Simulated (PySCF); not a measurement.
**Exercise with solution: oscillator strength and radiative lifetime**

C3H9B3O3, SMILES CB1OB(OB(C)O1)C.

Geometry: PBE0-D3(BJ)/def2-SVP.

PySCF with TDDFT-B3LYP/def2-SVP puts the first singlet state with f over 0.02 at 8.86 eV (vertical), with the transition dipole (0.292, 0.337, 0.006) in atomic units.

### Question
Find the oscillator strength, the wavelength and the radiative lifetime that this transition would have in vacuum if emission retraced absorption.

### Answer

|μ|² = 0.1989 au, so |μ| = 1.13 D. ΔE = 8.86/27.211 = 0.3256 hartree. f = (2/3) ΔE |μ|² = 0.043 (the program prints 0.043).
λ = 1239.84/8.86 = 140 nm; ν = 71461 cm⁻¹.
Einstein's coefficient A = 0.6670 ν² f s⁻¹ (ν in cm⁻¹) = 1.5e8 s⁻¹, so τ = 1/A = 6.8 ns. This state is S6; the lower singlets have f = 0.000, 0.013, 0.000, 0.011, 0.000. The figure is the radiative limit of this one transition; relaxation, internal conversion, crossing to triplets and a medium change what is measured.
